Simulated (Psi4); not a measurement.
C$_{3}$H$_{9}$OSi (SMILES [CH2][Si](C)(C)O), doublet, at a GFN2-xTB geometry, atoms displaced at random by about 0.03 Å a coordinate; B3LYP/STO-3G, gradient run with Psi4.

Input for Psi4:
```
memory 2 GB

molecule mol {
0 2
C     0.626927    1.485740   -0.957642
Si   -0.006200    0.065773    0.046598
C    -1.516991   -0.790250   -0.884686
C     1.342234   -1.238798    0.258389
O    -0.379507    0.491073    1.596001
H     0.664164    2.535669   -0.507045
H     0.871021    1.483566   -2.011773
H    -2.209313   -0.074530   -1.021488
H    -1.828739   -1.602100   -0.344682
H    -1.230445   -1.062903   -1.877466
H     0.989323   -2.076994    0.810979
H     2.248460   -0.802167    0.802077
H     1.830333   -1.593547   -0.670981
H    -1.094613    1.117276    1.748519
symmetry c1
no_reorient
no_com
}

set {
  basis sto-3g
  reference uks
}

gradient('b3lyp')
print_variables()
```

The log (banner, timings and long lists left out):

```
gradient() will perform analytic gradient computation.

   => Loading Basis Set <=

    Name: STO-3G
    Role: ORBITAL
    Keyword: BASIS

         ---------------------------------------------------------
                                   SCF
               by Justin Turney, Rob Parrish, Andy Simmonett
                          and Daniel G. A. Smith
                              UKS Reference
         ---------------------------------------------------------

  ==> Geometry <==

    Molecular point group: c1
    Full point group: C1

    Geometry (in Angstrom), charge = 0, multiplicity = 2:

       Center              X                  Y                   Z               Mass
    ------------   -----------------  -----------------  -----------------  -----------------
         C            0.626927000000     1.485740000000    -0.957642000000    12.000000000000
         SI          -0.006200000000     0.065773000000     0.046598000000    27.976926534650
         C           -1.516991000000    -0.790250000000    -0.884686000000    12.000000000000
         C            1.342234000000    -1.238798000000     0.258389000000    12.000000000000
         O           -0.379507000000     0.491073000000     1.596001000000    15.994914619570
         H            0.664164000000     2.535669000000    -0.507045000000     1.007825032230
         H            0.871021000000     1.483566000000    -2.011773000000     1.007825032230
         H           -2.209313000000    -0.074530000000    -1.021488000000     1.007825032230
         H           -1.828739000000    -1.602100000000    -0.344682000000     1.007825032230
         H           -1.230445000000    -1.062903000000    -1.877466000000     1.007825032230
         H            0.989323000000    -2.076994000000     0.810979000000     1.007825032230
         H            2.248460000000    -0.802167000000     0.802077000000     1.007825032230
         H            1.830333000000    -1.593547000000    -0.670981000000     1.007825032230
         H           -1.094613000000     1.117276000000     1.748519000000     1.007825032230

  Running in c1 symmetry.

  Rotational constants: A =      0.11365  B =      0.10982  C =      0.10463 [cm^-1]
  Rotational constants: A =   3407.27937  B =   3292.19362  C =   3136.71690 [MHz]
  Nuclear repulsion =  238.389188609349844

  Charge       = 0
  Multiplicity = 2
  Electrons    = 49
  Nalpha       = 25
  Nbeta        = 24

  ==> Algorithm <==

  SCF Algorithm Type is DF.
  DIIS enabled.
  MOM disabled.
  Fractional occupation disabled.
  Guess Type is SAD.
  Energy threshold   = 1.00e-08
  Density threshold  = 1.00e-08
  Integral threshold = 1.00e-12

  ==> Primary Basis <==

  Basis Set: STO-3G
    Blend: STO-3G
    Number of shells: 26
    Number of basis functions: 38
    Number of Cartesian functions: 38
    Spherical Harmonics?: true
    Max angular momentum: 1

  ==> DFT Potential <==

   => LibXC <=

    Version 7.1.2
    S. Lehtola, C. Steigemann, M. J. T. Oliveira, and M. A. L. Marques,  SoftwareX 7, 1–5 (2018) (10.1016/j.softx.2017.11.002)

   => Composite Functional: B3LYP <=

    B3LYP Hyb-GGA Exchange-Correlation Functional

    P. J. Stephens, F. J. Devlin, C. F. Chabalowski, and M. J. Frisch,  J. Phys. Chem. 98, 11623 (1994) (10.1021/j100096a001)

    Deriv               =              1
    GGA                 =           TRUE
    Meta                =          FALSE

    Exchange Hybrid     =           TRUE
    MP2 Hybrid          =          FALSE

   => Exchange Functionals <=

    0.0800   Slater exchange
    0.7200         Becke 88

   => Exact (HF) Exchange <=

    0.2000               HF

   => Correlation Functionals <=

    0.1900   Vosko, Wilk & Nusair (VWN5_RPA)
    0.8100   Lee, Yang & Parr

   => LibXC Density Thresholds  <==

    XC_HYB_GGA_XC_B3LYP:  1.00E-15

   => Molecular Quadrature <=

    Radial Scheme          =       TREUTLER
    Pruning Scheme         =           NONE
    Nuclear Scheme         =       TREUTLER

[...]
  @DF-UKS Final Energy:  -478.58594069652702
    Total Energy =                       -478.5859406965270182
[...]
         H            2.248460000000    -0.802167000000     0.802077000000     1.007825032230
         H            1.830333000000    -1.593547000000    -0.670981000000     1.007825032230
         H           -1.094613000000     1.117276000000     1.748519000000     1.007825032230

  Nuclear repulsion =  238.389188609349844

  ==> Basis Set <==

  Basis Set: STO-3G
    Blend: STO-3G
    Number of shells: 26
    Number of basis functions: 38
    Number of Cartesian functions: 38
    Spherical Harmonics?: true
    Max angular momentum: 1

  ==> DFJKGrad: Density-Fitted SCF Gradients <==

    Gradient:                    1
    J tasked:                  Yes
    K tasked:                  Yes
    wK tasked:                  No
    Integrals threads:           1
    Schwarz Cutoff:          1E-12
    Fitting Condition:       1E-10

   => Auxiliary Basis Set <=

  Basis Set: (STO-3G AUX)
    Blend: DEF2-UNIVERSAL-JKFIT
    Number of shells: 192
    Number of basis functions: 592
    Number of Cartesian functions: 695
    Spherical Harmonics?: true
    Max angular momentum: 4

  ==> DFT Potential <==

   => LibXC <=

    Version 7.1.2
    S. Lehtola, C. Steigemann, M. J. T. Oliveira, and M. A. L. Marques,  SoftwareX 7, 1–5 (2018) (10.1016/j.softx.2017.11.002)

   => Composite Functional: B3LYP <=

    B3LYP Hyb-GGA Exchange-Correlation Functional

    P. J. Stephens, F. J. Devlin, C. F. Chabalowski, and M. J. Frisch,  J. Phys. Chem. 98, 11623 (1994) (10.1021/j100096a001)

    Deriv               =              1
    GGA                 =           TRUE
    Meta                =          FALSE

    Exchange Hybrid     =           TRUE
    MP2 Hybrid          =          FALSE

   => Exchange Functionals <=

    0.0800   Slater exchange
    0.7200         Becke 88

   => Exact (HF) Exchange <=

    0.2000               HF

   => Correlation Functionals <=

    0.1900   Vosko, Wilk & Nusair (VWN5_RPA)
    0.8100   Lee, Yang & Parr

   => LibXC Density Thresholds  <==

    XC_HYB_GGA_XC_B3LYP:  1.00E-15

   => Molecular Quadrature <=

    Radial Scheme          =       TREUTLER
    Pruning Scheme         =           NONE
    Nuclear Scheme         =       TREUTLER

    Blocking Scheme        =         OCTREE
    BS radius alpha        =              1
    Pruning alpha          =              1
    Radial Points          =             75
    Spherical Points       =            302
    Total Points           =         297535
    Total Blocks           =           2252
    Max Points             =            256
    Max Functions          =             36
    Weights Tolerance      =       1.00E-15

  -Total Gradient:
     Atom            X                  Y                   Z
    ------   -----------------  -----------------  -----------------
       1        0.004404855576    -0.037409380471    -0.025897557497
       2        0.013307043564     0.025910277540     0.041647093021
       3       -0.106583723574    -0.025464936185    -0.002025035717
       4       -0.050926413201    -0.037362872165     0.004769351788
       5       -0.044168018555     0.035751255157    -0.027136047771
       6        0.000120843675     0.029126950334     0.012335526562
       7       -0.002125135809     0.004905696675     0.011133155566
       8        0.073434407480    -0.057030497207     0.002674350634
       9        0.027698810038     0.051423795969    -0.031673742670
      10       -0.011728559883     0.014250688518     0.017361276834
      11        0.007622870234     0.022970117823    -0.014318310929
      12        0.029587533630     0.009996741755     0.004605645880
      13        0.016878665317    -0.000469675612     0.000262313517
      14        0.042531772673    -0.036598831200     0.006201543711

  Variable Map:
  ----------------------------------------------------------------------------
[...]
  Array Variable Map:
  ----------------------------------------------------------------------------
[...]
[...]
```
